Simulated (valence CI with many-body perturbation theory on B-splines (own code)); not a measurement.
# Dy LIV: electric-dipole lines

Calculated by valence CI with perturbative core correlation (CI+MBPT): three valence electrons over a frozen Dirac-Fock core [Ne], radial functions for each j: 11 s, 11 p, 9 d, 7 f, 5 g, 2 h, 1 i, with the one-electron correlation potential Σ1 (screened to all orders), the two-electron term Σ2, the three-electron term Σ3, Breit, model QED; selected single and double excitations, second order for the rest (own B-spline code, finite nucleus).

The last digits are not significant, and no measured levels were compared; by estimate large intervals hold to a few tenths of a per cent, small ones and those within an open d or f shell to about a per cent.

Lines 51 to 100 of 263 in falling wavelength, among levels below 1016.7 eV, chosen from the strongest by gf and those to the six lowest levels. Wavelengths and rates use the calculated energies. Electric multipoles are in the length gauge, E1 and E2 with the static RPA response of the core. Weak lines are less certain than strong ones. Lines between different terms over intervals too small for the method are left out, as are lines whose strength nearly cancels. The highest levels of a list are the least certain.

Levels are named by their leading jj configuration (3d3/2^4 stands for four electrons in 3d with j = 3/2), which in mixed levels can hold well under half, so a name can repeat and another be missing. Letters in brackets count levels of one name in rising energy.

```tsv
λ vac (nm)	Upper	Lower	A (s⁻¹)	log gf	Branch %
5.935	(3s 3p1/2 3d3/2) J=3/2 [b]	(3s 3p1/2 3p3/2) J=5/2	4.94e+08	-2.98	0.0
5.892	(3s 3p3/2 3d5/2) J=3/2 [a]	(3s 3p3/2^2) J=3/2	3.29e+10	-1.16	5.9
5.854	(3s 3p1/2 3d5/2) J=5/2 [a]	(3s 3p1/2 3p3/2) J=3/2 [b]	1.58e+09	-2.31	0.9
5.633	(3s 3p1/2 3d3/2) J=1/2	(3s 3p1/2 3p3/2) J=3/2 [a]	4.62e+09	-2.36	0.4
5.605	(3s 3d3/2 3d5/2) J=3/2 [b]	(3s 3p3/2 3d3/2) J=1/2 [b]	4.09e+10	-1.11	3.2
5.577	(3s 3d3/2 3d5/2) J=5/2 [b]	(3s 3p3/2 3d3/2) J=5/2 [b]	3.28e+10	-1.04	2.4
5.575	(3s 3d3/2 3d5/2) J=7/2 [b]	(3s 3p3/2 3d3/2) J=5/2 [b]	1.16e+11	-0.36	13.5
5.529	(3s 3p1/2 3d3/2) J=3/2 [b]	(3s 3p1/2 3p3/2) J=3/2 [a]	5.01e+09	-2.04	0.4
5.501	(3s 3d3/2 3d5/2) J=9/2	(3s 3p3/2 3d5/2) J=9/2	1.52e+10	-1.16	1.5
5.484	(3p1/2 3p3/2 3d5/2) J=3/2 [a]	(3p1/2 3p3/2^2) J=3/2	5.48e+10	-1.01	7.1
5.432	(3s 3p1/2 3d5/2) J=3/2	(3s 3p1/2 3p3/2) J=1/2	1.06e+11	-0.72	24.9
5.382	(3s 3d3/2 3d5/2) J=1/2	(3s 3p3/2 3d3/2) J=1/2 [b]	1.16e+11	-1.00	7.2
5.369	(3s 3p1/2 3d5/2) J=5/2 [a]	(3s 3p1/2 3p3/2) J=5/2	5.40e+09	-1.85	3.1
5.340	(3s 3p1/2 3d5/2) J=5/2 [b]	(3s 3p1/2 3p3/2) J=3/2 [b]	8.65e+10	-0.65	55.1
5.338	(3p1/2 3p3/2 3d5/2) J=5/2 [a]	(3p1/2 3p3/2^2) J=5/2	4.94e+10	-0.90	7.5
5.252	(3s 3d3/2 3d5/2) J=5/2 [b]	(3s 3p3/2 3d3/2) J=3/2 [b]	8.62e+10	-0.67	6.3
5.234	(3s 3p1/2 3d5/2) J=3/2	(3s 3p1/2 3p3/2) J=3/2 [b]	3.83e+10	-1.20	9.0
5.230	(3s 3p3/2 3d5/2) J=5/2 [a]	(3s 3p3/2^2) J=5/2	1.23e+11	-0.52	26.5
5.191	(3s 3d3/2 3d5/2) J=3/2 [b]	(3s 3p3/2 3d3/2) J=3/2 [b]	8.27e+10	-0.87	6.4
5.185	(3p1/2 3p3/2 3d5/2) J=1/2	(3p1/2 3p3/2^2) J=1/2	1.60e+11	-0.89	14.6
5.182	(3s 3p3/2 3d5/2) J=1/2	(3s 3p3/2^2) J=1/2	2.48e+11	-0.70	49.4
5.168	(3s 3d3/2 3d5/2) J=7/2 [a]	(3s 3p3/2 3d3/2) J=5/2 [a]	1.45e+11	-0.33	13.2
5.143	(3p1/2 3p3/2 3d5/2) J=3/2 [b]	(3p1/2 3p3/2^2) J=1/2	1.12e+11	-0.75	12.6
5.125	(3s 3p1/2 3d5/2) J=7/2	(3s 3p1/2 3p3/2) J=5/2	1.06e+11	-0.48	86.8
5.122	(3s^2 3d5/2) J=5/2	(3s^2 3p3/2) J=3/2	1.62e+11	-0.42	100.0
5.108	(3p1/2^2 3d5/2) J=5/2	(3p1/2^2 3p3/2) J=3/2	8.25e+10	-0.71	38.9
5.090	(3p1/2 3p3/2 3d5/2) J=5/2 [b]	(3p1/2 3p3/2^2) J=3/2	3.17e+11	-0.13	35.0
5.077	(3s 3p3/2 3d5/2) J=5/2 [b]	(3s 3p3/2^2) J=3/2	3.45e+11	-0.10	26.2
5.069	(3p1/2 3p3/2 3d5/2) J=7/2 [b]	(3p1/2 3p3/2^2) J=5/2	2.20e+11	-0.17	40.3
5.044	(3s 3p3/2 3d5/2) J=7/2 [a]	(3s 3p3/2^2) J=5/2	1.69e+11	-0.29	50.2
5.035	(3s 3p1/2 3d5/2) J=5/2 [a]	(3s 3p1/2 3p3/2) J=3/2 [a]	1.67e+11	-0.42	95.4
5.025	(3s 3d3/2 3d5/2) J=5/2 [a]	(3s 3p3/2 3d3/2) J=3/2 [a]	1.58e+11	-0.44	14.4
5.009	(3p1/2 3p3/2 3d5/2) J=5/2 [b]	(3p1/2 3p3/2^2) J=5/2	4.03e+10	-1.04	4.5
5.007	(3s 3p3/2 3d5/2) J=3/2 [a]	(3s 3p3/2^2) J=5/2	4.81e+10	-1.14	8.6
5.002	(3s 3p3/2 3d5/2) J=3/2 [b]	(3s 3p3/2^2) J=1/2	1.66e+11	-0.60	13.1
4.964	(3s 3d3/2 3d5/2) J=3/2 [a]	(3s 3p3/2 3d3/2) J=1/2 [a]	1.53e+11	-0.64	14.9
4.952	(3s 3d3/2 3d5/2) J=9/2	(3s 3p3/2 3d3/2) J=7/2	2.30e+11	-0.07	23.2
4.938	(3s 3d3/2 3d5/2) J=3/2 [a]	(3s 3p3/2 3d3/2) J=3/2 [a]	4.75e+10	-1.16	4.6
4.934	(3s 3p1/2 3d5/2) J=5/2 [b]	(3s 3p1/2 3p3/2) J=5/2	5.07e+10	-0.95	32.3
4.843	(3s 3p1/2 3d5/2) J=3/2	(3s 3p1/2 3p3/2) J=5/2	2.02e+10	-1.55	4.7
4.793	(3s 3d3/2 3d5/2) J=7/2 [b]	(3s 3p3/2 3d3/2) J=7/2	4.79e+10	-0.88	5.6
4.741	(3s 3p3/2 3d5/2) J=7/2 [b]	(3s 3p3/2^2) J=5/2	2.12e+11	-0.24	22.1
4.734	(3s 3d3/2 3d5/2) J=5/2 [b]	(3s 3p3/2 3d3/2) J=5/2 [a]	6.93e+10	-0.85	5.1
4.733	(3s 3d3/2 3d5/2) J=7/2 [b]	(3s 3p3/2 3d3/2) J=5/2 [a]	2.52e+10	-1.17	2.9
4.650	(3s 3p1/2 3d5/2) J=5/2 [b]	(3s 3p1/2 3p3/2) J=3/2 [a]	6.36e+09	-1.91	4.1
4.570	(3s 3p1/2 3d5/2) J=3/2	(3s 3p1/2 3p3/2) J=3/2 [a]	4.49e+10	-1.25	10.5
4.405	(3s 3p3/2 3d5/2) J=5/2 [b]	(3s 3p3/2^2) J=5/2	5.41e+10	-1.02	4.1
3.809	(3s 3p1/2 3p3/2) J=3/2 [a]	(3s^2 3p1/2) J=1/2	3.73e+09	-2.49	71.3
3.735	(3p1/2 3p3/2 3d5/2) J=7/2 [a]	(3s 3p1/2 3d5/2) J=5/2 [b]	4.59e+10	-1.11	7.1
3.727	(3s 3p3/2 3d5/2) J=5/2 [a]	(3s^2 3d5/2) J=5/2	1.89e+11	-0.63	41.0
```
